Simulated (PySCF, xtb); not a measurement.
CrO₃, SMILES [O]=[Cr](=[O])=[O], multiplicity 1.

Harmonic wavenumbers (cm⁻¹) from GFN2-xTB run with xtb at its own minimum, in rising order: 319, 330, 330, 858, 956, 957.

### Question
What does PBE0-D3(BJ)/def2-SVP in PySCF give at its own minimum? (An estimate is asked for; the answer gives what the named calculation found.)

### Answer
251, 402, 402, 1081, 1146, 1146. Paired by order, the mean absolute difference is 136 cm⁻¹ and the zero-point energies are 5.4 and 6.3 kcal/mol.
